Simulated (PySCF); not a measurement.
# State search for KSe⁺

Unrestricted PBE0; basis K def2-SVP, Se def2-SVP; no relativity; PySCF 2.14. Outer shells of the fragments: K+ closed shells only; Se 3d10 4s2 4p4.

Followed along the bond (rough minima from three points):

| 2Ms+1 | unpaired | ⟨S²⟩ at the start | R at minimum (Å) | Te (eV) |
| --- | --- | --- | --- | --- |
| 3 | π ↑↑ | 2.00 | 3.50 | 0.00 |
| 3 | σ ↑, π ↑ | 2.00 | 3.75 | 0.36 |
| 1 | π ↑↓ | 1.01 | 3.50 | 0.41 |
| 1 | σ ↓, π ↑ | 1.01 | 3.77 | 0.76 |

Solutions found at the starting distance of 3.160 Å, counted from the lowest of them; the search is not exhaustive and high or unbound solutions are not listed, so other states can lie among these:

```json
{"2Ms+1": "3", "unpaired": "π ↑↑", "term": "³Σ⁻", "E (eV)": "0.00", "⟨S²⟩": "2.00", "⟨Lz²⟩": "0.00", "μ (D)": "-8.69"}
{"2Ms+1": "3", "unpaired": "σ ↑, π ↑", "term": "³Π", "E (eV)": "0.37", "⟨S²⟩": "2.00", "⟨Lz²⟩": "1.01", "μ (D)": "-8.90"}
{"2Ms+1": "1", "unpaired": "π ↑↓", "term": "mixed", "E (eV)": "0.41", "⟨S²⟩": "1.01", "⟨Lz²⟩": "2.01", "μ (D)": "-8.68"}
{"2Ms+1": "1", "unpaired": "σ ↓, π ↑", "term": "mixed", "E (eV)": "0.78", "⟨S²⟩": "1.01", "⟨Lz²⟩": "1.01", "μ (D)": "-8.90"}
{"2Ms+1": "1", "unpaired": "none", "term": "mixed", "E (eV)": "1.69", "⟨S²⟩": "0.00", "⟨Lz²⟩": "2.00", "μ (D)": "-8.62"}
{"2Ms+1": "3", "unpaired": "σ ↑↑, π ↑↓", "term": "mixed", "E (eV)": "7.14", "⟨S²⟩": "3.01", "⟨Lz²⟩": "2.01", "μ (D)": "0.86"}
```

A term symbol is given only where ⟨S²⟩ and ⟨Lz²⟩ are close to those of a pure state; real π, δ and φ orbitals otherwise mix terms. A positive dipole points towards Se; it is taken about the centre of mass and depends on that origin.

Spin–orbit coupling is left out. Counting both spins, an empty level lies below a filled one in some of these solutions, because spin and occupation are held.
